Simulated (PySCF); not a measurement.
**Structure from NMR data**

The spectra below were simulated for a compound C₉H₁₀OSi.

¹H NMR (400 MHz, computed): δ 8.04 (m, 1H), 7.69 (d, 1H), 7.69 (d, 1H), 7.20 (m, 1H), 7.12 (m, 1H), 3.92 (t, 3H), 2.87 (q, 2H).

¹³C{¹H} NMR (computed): δ 150.0 (C), 135.9 (CH), 131.4 (C), 129.6 (CH), 127.2 (CH), 124.6 (CH), 124.6 (C), 124.6 (CH), 12.5 (CH2).

Level of theory: PBE0/pcSseg-1 with gauge-including orbitals, coordinates at the GFN2-xTB level, in PySCF 2.14.0 with density-fitted response routines (relativity neglected, gas phase, fast rotation and ring inversion assumed for equivalent nuclei, single conformer).

Shifts are taken against calculated references (same method and geometry level): ¹H (31.72 ppm), ¹³C (186.93 ppm) against TMS.

Propose a structure and justify it.

## Answers


1. Rings plus π bonds: 6 (2 rings in the answer).
2. 9 carbon signals for 9 carbons: no two carbons are equivalent.
3. Carbon types of the structure: 3 × C, 5 × CH, 1 × CH2, leaving 3 H on heteroatoms.
4. δC 150.0: substituted aromatic carbon next to the ring oxygen.
5. δC 135.9: aromatic CH next to the ring oxygen.
6. δC 131.4, 124.6: ring-fusion aromatic carbon.
7. δC 129.6, 127.2, 124.6, 124.6: aromatic CH.
8. δH 8.04: hydrogen on an aromatic CH next to the ring oxygen; ring-current deshielding.
9. δH 7.69, 7.69, 7.20, 7.12: hydrogen on an aromatic CH; ring-current deshielding.
10. δH 2.87: hydrogen on an sp3 CH2 bonded to Si, on an aromatic ring; benzylic-type position, deshielded by the ring.

The compound is SMILES [SiH3]Cc1occ2ccccc12.

This is the structure that produced the data.

Shifts are as computed. Against solution values, carbons near 30 ppm lie about +3 ppm off and those near 130 ppm about +5 ppm. Of 1211 compounds with measured shifts, 218 miss one by over three times the rms of a fit or turn the order of signals round; such compounds aren't used in these exercises. Multiplicities follow the n + 1 count of equivalent neighbours, as no J values were calculated; m marks all less simple cases, F and P coupling included.
